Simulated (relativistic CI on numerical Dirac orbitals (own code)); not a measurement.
**Ce31+: sensitivity of the levels to the model**

Base calculation: Dirac-Coulomb-Breit CI, KLI orbitals optimised for each configuration, QED by a radiative potential, unscaled Slater integrals.

Configuration list (outside the closed core [Ne]): 3s2 3p6 3d9, 3s2 3p5 3d10, 3s 3p6 3d10, 3s2 3p6 3d8 4s, 3s2 3p6 3d8 4p, 3s2 3p6 3d8 4d, 3s2 3p4 3d10 4s, 3s2 3p5 3d9 4s, 3s2 3p6 3d8 4f, 3s2 3p4 3d10 4p, 3s2 3p5 3d9 4p, 3s2 3p4 3d10 4d, 3s2 3p6 3d7 4s2, 3s 3p5 3d10 4s, 3s2 3p6 3d7 4s 4p, 3s 3p5 3d10 4p. Levels of other configurations are missing.

Variants: (1) QED terms removed. Shifts of the energy above 3s2 3p6 3d9 2D_5/2, in eV, for the lowest level and the first level of each name with at least 55 % of one term (blank where a level changes its place among those of its configuration and J or its character, or is not in the variant):

```csv
Level,Base,Δ(1)
3s2 3p6 3d9 2D_5/2,0.000,0.000
3s2 3p6 3d9 2D_3/2,19.661,-0.056
3s2 3p5 3d10 2P°_3/2,290.643,+0.160
3s2 3p5 3d10 2P°_1/2,383.349,+0.017
3s 3p6 3d10 2S_1/2,544.669,+1.610
3s2 3p6 3d8 4s 4F_9/2,784.534,-0.574
3s2 3p6 3d8 4s 2F_7/2,786.736,-0.574
3s2 3p6 3d8 4s 4F_7/2,803.855,-0.628
3s2 3p6 3d8 4s 4F_5/2,804.222,-0.628
3s2 3p6 3d8 4s 4P_3/2,813.910,-0.628
3s2 3p6 3d8 4s 2P_1/2,815.446,-0.627
3s2 3p6 3d8 4s 2G_9/2,815.466,-0.626
3s2 3p6 3d8 4s 2G_7/2,815.705,-0.626
3s2 3p6 3d8 4p 4D°_7/2,845.508,-0.058
```

At this charge energies of transitions that change n are usually good to better than 1 %, and those within a shell (Δn = 0) to a few per cent.

Ionisation energy from the two ground configurations alone: base 1993.97 eV. The NIST ASD value (theoretical) is 1994 eV.

LS names give the leading component of a level, which can be under half, so a name can repeat, a term be missing and a line seem to break the LS rules.
